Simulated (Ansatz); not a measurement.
Ga₄N₄H₁₄, a cluster cut from wurtzite GaN (hydrogen-capped), relaxed as a singlet with RKS r2SCAN-D4/def2-SVP in Ansatz, starting from the GFN2-xTB geometry. Force threshold 0.03 eV/Å.

Start:

```xyz
22

Ga    1.993   -0.509   -0.660
N     1.647    0.607    1.070
Ga   -0.723    0.759   -1.888
N     0.212   -0.863   -1.357
N    -0.969    1.815   -0.103
Ga   -0.232    0.939    1.475
Ga   -0.845   -1.976   -0.163
N    -1.079   -0.815    1.557
H     2.765    0.481   -1.569
H     2.650   -1.809   -0.122
H     2.167    1.484    0.959
H     2.119    0.112    1.834
H     0.196    1.687   -2.724
H    -2.181    0.446   -2.320
H     0.346   -1.410   -2.218
H    -0.546    2.738   -0.251
H    -1.974    1.993   -0.005
H    -0.429    1.757    2.762
H    -0.021   -3.190    0.343
H    -2.297   -2.130   -0.686
H    -0.712   -1.372    2.336
H    -2.087   -0.744    1.729
```

Task: Estimate the energy that the relaxation releases and the steps that it takes.

Result: 0.38 eV, in 20 steps; 51 s on 2 threads of AMD EPYC 7R13 on a shared host and a share (18 GiB) of an NVIDIA H100 80GB HBM3. The force fell under the threshold at step 4, but the optimiser went on and released 0.244 eV more. No frequencies were taken in this run, so the end may be a saddle point.

Task: Does the start keep its bonding and symmetry?

Result: By distances, no bond broke or formed. The bond that changes most is Ga3–N5, from 2.09 to 2.05 Å (atoms count from 1). Point group Cs at the start, C3 at the end, both within 0.05 Å.

Task: Predict the relaxed structure.

Result: 
```xyz
22

Ga    1.9611   -0.7426   -0.4043
N     1.5871    0.9226    0.7307
Ga   -0.4358    0.9558   -1.8596
N     0.2011   -0.8229   -1.2918
N    -1.2999    1.4862   -0.0782
Ga   -0.2300    0.9394    1.4746
Ga   -1.1387   -1.7938   -0.2176
N    -0.6373   -0.9777    1.5944
H     3.1140   -0.3927   -1.4067
H     2.1102   -1.8747    0.6898
H     1.7218    1.7358    0.1204
H     2.3005    1.0066    1.4590
H     0.7574    1.9867   -1.9803
H    -1.5710    0.8622   -2.9361
H     0.3348   -1.3694   -2.1499
H    -1.4915    2.4911   -0.0775
H    -2.2189    1.0322   -0.0459
H    -0.4334    1.7710    2.7803
H    -0.8429   -3.3315   -0.1513
H    -2.5949   -1.2252   -0.4567
H     0.1847   -1.4884    1.9341
H    -1.3784   -1.1708    2.2726
```
Bond lengths (bridged metal pairs left out): 9 × Ga–N 1.96 to 2.05 Å; 7 × Ga–H 1.56 to 1.58 Å; 7 × H–N 1.02 to 1.03 Å.
